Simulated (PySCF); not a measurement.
(E)-2-chloro-1-fluoroprop-1-ene (C3H4ClF), SMILES F/C=C(/Cl)C. Geometry: PBE-D3(BJ)/def2-SVP.

Task: Give the equilibrium geometry at PBE-D3(BJ)/def2-SVP (PySCF confirms it by a frequency run) as bond lengths and angles, and its point group. (An estimate is asked for; the answer gives what the named calculation found.)

Result: point group Cs.
Atoms: C1 C2 Cl3 C4 F5 H6 H7 H8 H9. Bonded distances (Å): C1–C2 1.493, C1–H6 1.110, C1–H7 1.106, C1–H8 1.110, C2–Cl3 1.750, C2–C4 1.348, C4–F5 1.346, C4–H9 1.101. Angles (°): C2–C1–H6 110.8, C2–C1–H7 110.0, C2–C1–H8 110.8, H6–C1–H7 108.9, H6–C1–H8 107.3, H7–C1–H8 108.9, C1–C2–Cl3 116.6, C1–C2–C4 125.7, Cl3–C2–C4 117.7, C2–C4–F5 121.2, C2–C4–H9 124.7, F5–C4–H9 114.1.
Charge 0, spin multiplicity 1.
